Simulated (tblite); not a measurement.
Q: Write Cartesian coordinates for `C[SiH2]S[Si@@H](Cl)C(C)C` as optimised with GFN2-xTB.

A: 
```
atom  x, y, z in Å
C1     4.252    1.181   -0.144
Si2    2.987   -0.202    0.082
S3     1.071    0.805    0.150
Si4   -0.363   -0.778   -0.015
Cl5    0.167   -2.370    1.123
C6    -2.034   -0.084    0.573
C7    -3.127   -1.149    0.507
C8    -2.438    1.149   -0.232
H9     4.071    1.730   -1.063
H10    4.206    1.891    0.677
H11    5.260    0.779   -0.185
H12    2.945   -1.125   -1.050
H13    3.144   -0.923    1.340
H14   -0.385   -1.238   -1.400
H15   -1.931    0.225    1.621
H16   -4.065   -0.755    0.895
H17   -2.855   -2.023    1.094
H18   -3.291   -1.465   -0.521
H19   -2.591    0.891   -1.278
H20   -3.366    1.569    0.154
H21   -1.664    1.910   -0.175
```

Orientation and origin are arbitrary. Atoms count from 1 in this order. Si2 (SiH2 silicon) is distorted tetrahedral (angles from 104.8° to 113.1°). Of the pairs four or more bonds apart, S3···H21 is among the closest relative to their van der Waals radii: 2.97 Å, 99 % of the sum of Bondi's values. S3 (sulfur bonded to 2 Si) is bent (angle 104.2°). Si4 (chlorine-bound silicon) is distorted tetrahedral (angles from 106.8° to 113.3°).

Bonds between heavy atoms (Å): C1–Si2 1.888, Si2–S3 2.166, S3–Si4 2.143, Si4–Cl5 2.027, Si4–C6 1.903, C6–C7 1.527, C6–C8 1.527.

Structure optimised with GFN2-xTB, isolated species.

Point group: C1 (no symmetry element, even within 0.4 Å). Its GFN2-xTB frequencies are all real (lowest 16 cm⁻¹). The numbers are those of one conformer (C1–Si2–S3–Si4 168°, Si2–S3–Si4–Cl5 42°, S3–Si4–C6–C7 -179°).

The numbers are calculated, not measured.
